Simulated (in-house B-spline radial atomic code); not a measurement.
Response of Ru8+ as one setting changes: the share of exact exchange in a PBE hybrid. A dash marks a strongly mixed or unbound state. Computed with a B-spline radial code for spherical atoms: linear response of the closed shell [Ar] 3d10 4s2 4p6 with the functional's adiabatic kernel; scalar-relativistic (spin-free one-electron X2C), finite nucleus, no spin-orbit coupling, no double excitations, S, P, D and F terms only; shells from n = 2 respond. Only terms of natural parity with L up to 3 were computed.

```json
{"share of exact exchange in a PBE hybrid": "0", "lowest 1P (eV)": "4p → 4d 61.68", "lowest 3P, Tamm-Dancoff (eV)": "4p → 4d 46.35", "minus highest occupied level (eV)": "169.18", "α (bohr³)": "1.175"}
{"share of exact exchange in a PBE hybrid": "0.1", "lowest 1P (eV)": "4p → 4d 61.72", "lowest 3P, Tamm-Dancoff (eV)": "4p → 4d 46.36", "minus highest occupied level (eV)": "170.36", "α (bohr³)": "1.175"}
{"share of exact exchange in a PBE hybrid": "0.2", "lowest 1P (eV)": "4p → 4d 61.75", "lowest 3P, Tamm-Dancoff (eV)": "4p → 4d 46.36", "minus highest occupied level (eV)": "171.53", "α (bohr³)": "1.175"}
{"share of exact exchange in a PBE hybrid": "0.3", "lowest 1P (eV)": "4p → 4d 61.79", "lowest 3P, Tamm-Dancoff (eV)": "4p → 4d 46.37", "minus highest occupied level (eV)": "172.70", "α (bohr³)": "1.174"}
{"share of exact exchange in a PBE hybrid": "0.4", "lowest 1P (eV)": "4p → 4d 61.82", "lowest 3P, Tamm-Dancoff (eV)": "4p → 4d 46.38", "minus highest occupied level (eV)": "173.88", "α (bohr³)": "1.174"}
{"share of exact exchange in a PBE hybrid": "0.5", "lowest 1P (eV)": "?", "lowest 3P, Tamm-Dancoff (eV)": "?", "minus highest occupied level (eV)": "?", "α (bohr³)": "?"}
{"share of exact exchange in a PBE hybrid": "0.6", "lowest 1P (eV)": "4p → 4d 61.89", "lowest 3P, Tamm-Dancoff (eV)": "4p → 4d 46.40", "minus highest occupied level (eV)": "176.22", "α (bohr³)": "1.174"}
{"share of exact exchange in a PBE hybrid": "0.7", "lowest 1P (eV)": "4p → 4d 61.93", "lowest 3P, Tamm-Dancoff (eV)": "4p → 4d 46.41", "minus highest occupied level (eV)": "177.39", "α (bohr³)": "1.173"}
{"share of exact exchange in a PBE hybrid": "0.8", "lowest 1P (eV)": "4p → 4d 61.96", "lowest 3P, Tamm-Dancoff (eV)": "4p → 4d 46.42", "minus highest occupied level (eV)": "178.57", "α (bohr³)": "1.173"}
{"share of exact exchange in a PBE hybrid": "0.9", "lowest 1P (eV)": "?", "lowest 3P, Tamm-Dancoff (eV)": "?", "minus highest occupied level (eV)": "?", "α (bohr³)": "?"}
{"share of exact exchange in a PBE hybrid": "1", "lowest 1P (eV)": "4p → 4d 62.02", "lowest 3P, Tamm-Dancoff (eV)": "4p → 4d 46.44", "minus highest occupied level (eV)": "180.91", "α (bohr³)": "1.173"}
```

(1) What belongs in the row for 0.9?

(2) What belongs in the row for 0.5?

Answers

(1) lowest 1P (eV): 4p → 4d 61.99; lowest 3P, Tamm-Dancoff (eV): 4p → 4d 46.43; minus highest occupied level (eV): 179.74; α (bohr³): 1.173.

(2) lowest 1P (eV): 4p → 4d 61.86; lowest 3P, Tamm-Dancoff (eV): 4p → 4d 46.39; minus highest occupied level (eV): 175.05; α (bohr³): 1.174.
